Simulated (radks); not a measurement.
Hg I, 80 electrons, occupied as [Hg] (the NIST ground configuration). Method: scalar-relativistic Kohn-Sham, exchange-only B88, spin-polarised, spherical densities, finite nucleus; Fermi nuclear charge, rms radius 5.4648 fm; computed with a radial shooting solver on a logarithmic mesh with Libxc functionals.

Normalised radial functions P(r) = r R(r), r in bohr:

```
   r/bohr * 5p, o 5d, + 6s (the largest magnitude, 1.16, reaches the edge; | marks zero, & curves that meet)
 0.001558                             &+
 0.002112                             &+
 0.002862                             &+
 0.003879                             o&
 0.005257                             o&
 0.007182                             o*+
 0.009733                             o+*
  0.01319                             o+ *
  0.01788                             &    *
  0.02423                            +|o    *
  0.03284                           + | o    *
   0.0445                           + |  o  *
  0.06031                           + |  * o
  0.08174                          *  +     o
   0.1108                    *        |  +   o
   0.1501                    *        |  +o
   0.2035                           o*+
   0.2758                     o   +   |          *
   0.3737                   o     +   |             *
   0.5065                          o  * +
   0.6865          *                  |      + o
   0.9378  *                          |   +              o
    1.271         *              +    |                    o
    1.723               +   *         |               o
    2.334             +            *  |         o
    3.164                +           *|    o
    4.288                      +      * o
    5.811                          +  *o
    7.876                            +&
```

5p: eigenvalue -65.469 eV, 3 radial nodes at r = 0.0716, 0.207, 0.505 bohr, <r> = 1.04 bohr, 90 % of the charge inside 1.51 bohr. 5d: eigenvalue -8.835 eV, 2 radial nodes at r = 0.189, 0.547 bohr, <r> = 1.51 bohr, 90 % of the charge inside 2.36 bohr. 6s: eigenvalue -6.050 eV, 5 radial nodes at r = 0.0194, 0.0780, 0.201, 0.456, 1.08 bohr, <r> = 2.74 bohr, 90 % of the charge inside 4.15 bohr.
